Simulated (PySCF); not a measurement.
Coordinates in bohr (charge 0 multiplicity 1):
```
Te    0.0000    0.0000    0.4624
O     0.0000    0.0000    3.8554
Cl    4.2896    0.0000   -0.8722
Cl    0.0000    4.2896   -0.8722
Cl   -4.2896    0.0000   -0.8722
Cl    0.0000   -4.2896   -0.8722
```

Computed with PBE0 in PySCF with Te def2-SVP with ECP28, O def2-SVP, Cl def2-SVP; scalar-relativistic core potentials, no spin–orbit coupling; density-fitted integrals.

This geometry of TeOCl4 is a stationary point at this level.

(1) What is the point group?

(2) Is it a minimum?

(3) List the harmonic modes with their infrared intensities.

Results:

(1) C4v.

(2) No: it has 1 imaginary mode, at 40i cm⁻¹ (b1).

(3) 
| symmetry | ω (cm⁻¹) | IR (km/mol, summed over degenerate members) |
| --- | --- | --- |
| b1 | 40i | – |
| a1 | 162 | 6.6 |
| e | 164 | 1.5 |
| b2 | 197 | 0.0 |
| e | 224 | 54.6 |
| b1 | 306 | 0.0 |
| a1 | 345 | 7.9 |
| e | 372 | 195 |
| a1 | 874 | 30.9 |

Only a few start shapes were tried, so a lower isomer may exist. At this level a singlet minimum of C2v symmetry lies 7 kJ/mol below this structure.
